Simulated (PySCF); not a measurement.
Identify the unknown among the candidates.

All candidates are C6H9F.

| technique | computed result |
| --- | --- |
| Triplet | lowest triplet excitation (Tamm–Dancoff): 3.28 eV [TDA wB97X-D/def2-SVPD] |
| 1H NMR | chemical shifts (computed TMS as zero) by class: 6.22 (1 H), 5.71 (1 H), 5.67 (1 H), 5.35 (1 H), 5.11 (2 H), 1.95 (3 H) ppm [GIAO B97-2/pcSseg-1] |
| Polarisability | 80.4 au [wB97X-D/def2-SVPD] |
| Valence photoelectron | vertical ionisation energy: 8.58 eV [ΔSCF wB97X-D/def2-SVPD] |
| Couplings | largest of the computed one-bond spin–spin couplings (means over like bonds): 19F–13C -231.4, 13C–1H +169.0, 13C–1H +168.7, 13C–1H +160.0, 13C–1H +158.4, 13C–1H +153.2 (×2), 13C–1H +133.3 (×3), 13C–13C +78.2 Hz [B3LYP/pcJ-1, spin–dipole term left out for some pairs] |
| Dipole | 2.26 D [wB97X-D/def2-SVPD] |
| 13C NMR | chemical shifts (computed TMS as zero) by class: 143.3 (1 C), 139.1 (1 C), 137.0 (1 C), 119.4 (1 C), 76.2 (1 C), 16.8 (1 C) ppm [GIAO B97-2/pcSseg-1] |
| NMR, other nuclei | isotropic shieldings of nuclei other than C and H, by class: 418 (1 F) ppm [GIAO B97-2/pcSseg-1] |
| Rotational structure | rotational constants A, B, C: 3.713, 1.926, 1.343 GHz [PBE0-D3(BJ)/def2-SVP] |
| UV, first state | lowest singlet excitation: 5.76 eV (215 nm, f = 0.718) [TDDFT wB97X-D/def2-SVPD] |

Gas-phase values; electronic properties from PySCF, density fitting. Levels stand in brackets. One conformer (not necessarily the lowest) at the PBE0-D3(BJ)/def2-SVP geometry, without solvent, vibrations or thermal averaging. NMR classes are plain means over equivalent atoms (diastereotopic ones count apart unless rotation or inversion swaps them), as if these changed places fast.

Task: Which candidate is it?
A. `C=C(C)/C=C/CF`
B. `F[C@]12CC[C@H](C1)C2`
C. `C[C@@H]1CC=C[C@@H]1F`
D. `C=C/C(=C/C)CF`

Result: D. It is `C=C/C(=C/C)CF`. Numbering: `[CH2:1]=[CH:2]/[C:3](=[CH:4]/[CH3:5])[CH2:6][F:7]`. Its formula, C6H9F, gives 2 degrees of unsaturation: 0 rings and 2 π bonds in the structure found. 6 carbons fall into 6 classes; from least to most shielded: alkene CH carbon [C2] (143.3 ppm), fully substituted alkene carbon [C3] (139.1 ppm), alkene CH carbon [C4] (137.0 ppm), terminal =CH2 carbon [C1] (119.4 ppm), sp3 C–F carbon [C6] (76.2 ppm), allylic carbon [C5] (16.8 ppm). Hydrogen classes from least to most shielded: 1 H on an alkene CH carbon, C2 (6.22 ppm), 1 H on a terminal =CH2 carbon, C1 (5.71 ppm), 1 H on an alkene CH carbon, C4 (5.67 ppm), 1 H on a terminal =CH2 carbon, C1 (5.35 ppm), 2 H on an sp3 C–F carbon, C6 (5.11 ppm), 3 H on an allylic carbon, C5 (1.95 ppm). The other shieldings belong to: 418 ppm, alkyl fluorine [F7]. The couplings run between: -231.4 Hz, alkyl fluorine [F7] and sp3 C–F carbon [C6]; +169.0 Hz, terminal =CH2 carbon [C1] and its hydrogen; +168.7 Hz, terminal =CH2 carbon [C1] and its hydrogen; +160.0 Hz, alkene CH carbon [C2] and its hydrogen; +158.4 Hz, alkene CH carbon [C4] and its hydrogen; +153.2 Hz, sp3 C–F carbon [C6] and its hydrogen (with 1 like pair); +133.3 Hz, allylic carbon [C5] and its hydrogen (with 2 like pairs); +78.2 Hz, fully substituted alkene carbon [C3] and alkene CH carbon [C4]. The first electron is taken from the HOMO, whose largest Löwdin shares are 0.25 on the terminal =CH2 carbon, 0.21 on an alkene CH carbon, 0.18 on the fully substituted alkene carbon and 0.18 on an alkene CH carbon. The optimised geometry has point group C1 and is an asymmetric top.

The others, at the same levels:
- `F[C@]12CC[C@H](C1)C2` fails: it has 5 carbon classes against 6; its computed 13C shifts are 93.3 (1 C), 44.3 (2 C), 30.4 (1 C), 29.9 (1 C), 28.6 (1 C) ppm, 1H shifts are 1.89 (1 H), 1.62 (2 H), 1.58 (2 H), 1.52 (2 H), 1.42 (2 H) ppm and lowest singlet excitation is 8.74 eV (142 nm, f = 0.010) (against 5.76 eV).
- `C[C@@H]1CC=C[C@@H]1F` fails: its computed 13C shifts are 138.1 (1 C), 137.1 (1 C), 99.3 (1 C), 41.5 (1 C), 38.2 (1 C), 16.8 (1 C) ppm, 1H shifts are 5.97 (1 H), 5.92 (1 H), 5.57 (1 H), 2.48 (1 H), 2.37 (1 H), 1.93 (1 H), 0.98 (3 H) ppm and lowest singlet excitation is 6.94 eV (179 nm, f = 0.205) (against 5.76 eV).
- `C=C(C)/C=C/CF` fails: its computed 13C shifts are 144.9 (1 C), 134.4 (1 C), 128.7 (1 C), 122.5 (1 C), 83.0 (1 C), 20.4 (1 C) ppm, 1H shifts are 6.63 (1 H), 5.41 (1 H), 5.26 (1 H), 5.25 (1 H), 5.11 (2 H), 1.85 (3 H) ppm and rotational constant A is 6.009 GHz (against 3.713 GHz).

Each candidate is one conformer, not necessarily the lowest. Dipoles, sizes and rotational constants follow the conformer. The torsions of the flexible species, by atom-mapped SMILES:
- `[CH2:1]=[CH:2]/[C:3](=[CH:4]/[CH3:5])[CH2:6][F:7]`: C1–C2–C3–C4 177°, C2–C3–C6–F7 61°
- `[CH2:1]=[C:2]([CH3:3])/[CH:4]=[CH:5]/[CH2:6][F:7]`: C1–C2–C4–C5 180°, C4–C5–C6–F7 0°

The conformers of `F[C@]12CC[C@H](C1)C2` and `C[C@@H]1CC=C[C@@H]1F` aren't listed.

One-bond C–F couplings are unscaled; at this level they come out some 30 % too large in size.
